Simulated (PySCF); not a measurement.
F₃Ti, neutral, multiplicity 2. Atoms are numbered in the order given.

```xyz
4

Ti     0.0000     0.0000     0.0000
F     -1.7611     0.0000     0.0000
F      0.8805     1.5251     0.0000
F      0.8805    -1.5251     0.0000
```
Charge 0, spin multiplicity 2.

The structure is a stationary point at B3LYP-D3(BJ)/def2-SVP. The multiplicity is an assumed one; other spin states were not compared. The isomer is the one that the SMILES or the coordinates give; other isomers of the formula were not compared.

Calculation: PySCF with CAM-B3LYP/def2-TZVPD.

Isolated molecule, no solvent.

Computed frontier levels, dipole moment and polarisability:
```json
{
 "α spin, highest occupied and lowest empty level": "-8.81 and -1.23 eV",
 "β spin, highest occupied and lowest empty level": "-13.53 and -1.68 eV",
 "dipole_moment": "0.00 D",
 "quadrupole, principal values (traceless, Buckingham form, about the centre of nuclear charge)": "-4.25, -4.25, 8.51 D·Å",
 "mean_static_polarisability": "30.9 bohr³ (4.58 Å³)",
 "polarisability_principal_values": "28.7, 32.0, 32.0 bohr³",
 "⟨S²⟩": "0.752 (pure state 0.75)"
}
```
